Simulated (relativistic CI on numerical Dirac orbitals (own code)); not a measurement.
**Tl40+: computed level list**

These numbers are calculated, not measured: Dirac-Coulomb-Breit CI, orbitals from a KLI potential per configuration, a model potential for QED, unscaled Slater integrals (own radial code, finite nucleus).

Configuration list (outside the closed core [Ar] 3d10): 4s2.4p6.4d5, 4s2.4p6.4d4.4f, 4s2.4p5.4d6, 4s.4p6.4d6, 4s2.4p5.4d5.4f, 4s.4p6.4d5.4f, 4s2.4p6.4d4.5s, 4s2.4p6.4d3.4f.5s, 4s2.4p6.4d4.5p, 4s2.4p6.4d4.5d, 4s2.4p5.4d5.5s, 4p6.4d6.4f, 4s2.4p6.4d4.5f, 4s2.4p6.4d3.5s.5p, 4s.4p6.4d4.4f.5s, 4s2.4p6.4d4.5g, 4s2.4p6.4d4.6s, 4p6.4d7, 4p5.4d8, 4p5.4d7.4f, 4s2.4p6.4d3.5s2, 4s2.4p6.4d2.4f.5s2, 4s2.4p5.4d3.4f.5s2, 4s.4p6.4d3.4f.5s2. Double excitations out of closed p, d and f shells are left out; levels of such configurations are missing from the list, as are those of other unlisted configurations, and high levels can miss mixing partners. These lack a partner that the ground configuration has and come out too high: 4s2.4p5.4d5.5s.

The lowest level is 4s2.4p6.4d5 4P_5/2, with 26 % of that term; Hund's rules for 4s2.4p6.4d5 give 6S with J = 5/2, of which the calculation keeps J, while another term leads.

```tsv
No.	Configuration	Term	J	E (eV)	%	Next component (%)	Lifetime (s)
1	4s2.4p6.4d5	4P	5/2	0.0000	26	24 2D	
2	4s2.4p6.4d5	6S	5/2	22.4628	36	22 2F	4.84e-06
3	4s2.4p6.4d5	4G	7/2	28.0827	33	24 2F	9.56e-06
4	4s2.4p6.4d5	2H	11/2	28.8854	42	33 4G	
5	4s2.4p6.4d5	4D	3/2	28.9778	40	28 4P	4.08e-06
6	4s2.4p6.4d5	2G	9/2	31.1793	30	29 4G	3.85e-03
7	4s2.4p6.4d5	2D	5/2	32.9479	31	28 4D	1.11e-04
8	4s2.4p6.4d5	4P	1/2	34.4590	42	30 2S	4.49e-04
9	4s2.4p6.4d5	2F	7/2	34.9459	39	33 2G	1.48e-04
10	4s2.4p6.4d5	2D	3/2	43.2638	59	22 4F	2.98e-05
11	4s2.4p6.4d5	6S	5/2	50.4623	32	28 2D	2.13e-06
12	4s2.4p6.4d5	4D	7/2	54.2264	52	41 4G	3.93e-06
13	4s2.4p6.4d5	2I	11/2	54.5759	50	49 4G	5.82e-06
14	4s2.4p6.4d5	4G	9/2	55.5665	60	36 2G	5.86e-06
15	4s2.4p6.4d5	2I	13/2	57.1842	99	1 4s2.4p5.4d5.4f 2I	2.87e-05
16	4s2.4p6.4d5	4D	1/2	57.4799	76	17 2S	3.14e-06
17	4s2.4p6.4d5	4P	3/2	58.9263	53	34 4F	2.08e-06
18	4s2.4p6.4d5	2F	5/2	58.9329	42	31 4D	3.92e-06
19	4s2.4p6.4d5	2H	9/2	61.9697	52	47 4F	3.09e-06
20	4s2.4p6.4d5	2G	7/2	62.6072	61	35 2F	1.09e-05
21	4s2.4p6.4d5	4F	5/2	63.8385	64	25 2D	3.06e-06
22	4s2.4p6.4d5	2D	3/2	63.8952	85	12 4D	7.69e-06
23	4s2.4p6.4d5	4P	1/2	66.9857	44	38 2P	3.88e-06
24	4s2.4p6.4d5	2G	7/2	67.1513	46	34 2F	5.53e-06
25	4s2.4p6.4d5	2G	9/2	70.8307	77	12 2H	1.00e-05
26	4s2.4p6.4d5	2P	3/2	77.8420	74	23 2D	9.60e-06
27	4s2.4p6.4d5	2D	5/2	79.5958	73	12 4D	4.30e-06
28	4s2.4p6.4d5	4P	5/2	83.4039	32	30 2F	1.34e-06
29	4s2.4p6.4d5	2F	7/2	87.4001	29	29 4F	1.90e-06
30	4s2.4p6.4d5	2H	11/2	88.3086	56	26 2I	2.35e-06
```

Energies count from the lowest computed level; lifetimes are radiative, by E1, M1, E2, M2, E3 decay to levels of this space only; some are left blank where a channel outside the calculation adds to the decay or the decay crosses a small, uncertain gap.

The mean weight of the leading LS term, summed over parents, in these 30 levels is 51 %, and that of the leading jj configuration (from the same eigenvectors) 95 %, so jj coupling describes them better and the LS labels are nominal.

At this charge energies of transitions that change n are usually good to better than 1 %, and those within a shell (Δn = 0) to a few per cent. Terms inside the open d or f shell come out 10 to 20 % too wide with unscaled integrals.

LS names give the leading component of a level, which can be under half, so a name can repeat, a term be missing and a line seem to break the LS rules.
